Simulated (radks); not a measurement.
All-electron atom: the selenium ion Se+ in [Ar] 3d10 4s2 4p3 (the NIST ground configuration). All-electron calculation, non-relativistic Kohn-Sham, PBE, spin-unpolarised, spherical densities, point nucleus. Program: a radial shooting solver on a logarithmic mesh with Libxc functionals.

Normalised radial functions P(r) = r R(r), r in bohr:

r,2s,2p,3d
0.006477,0.6294,0.0412,0.0002
0.00974,0.8405,0.0882,0.0005
0.01453,1.0455,0.1812,0.0016
0.02185,1.1665,0.3628,0.0049
0.0326,1.0488,0.6765,0.0146
0.04863,0.5149,1.1610,0.0411
0.07313,-0.5275,1.7792,0.1092
0.1091,-1.7274,2.2709,0.2566
0.1641,-2.3624,2.2546,0.5308
0.2448,-1.8735,1.5663,0.8979
0.3681,-0.8017,0.6457,1.2064
0.5491,-0.1595,0.1331,1.2098
0.8257,-0.0102,0.0095,0.8688
1.232,-0.0002,0.0002,0.4308
1.852,0.0000,0.0000,0.1299
2.763,0.0000,0.0000,0.0203
4.156,0.0000,0.0000,0.0011
6.2,0.0000,0.0000,0.0000

2s: eigenvalue -1572.4 eV, 1 radial node at r = 0.0608 bohr, <r> = 0.200 bohr, 90 % of the charge inside 0.309 bohr. 2p: eigenvalue -1413.0 eV, 0 radial nodes, <r> = 0.173 bohr, 90 % of the charge inside 0.281 bohr. 3d: eigenvalue -64.929 eV, 0 radial nodes, <r> = 0.627 bohr, 90 % of the charge inside 1.04 bohr.
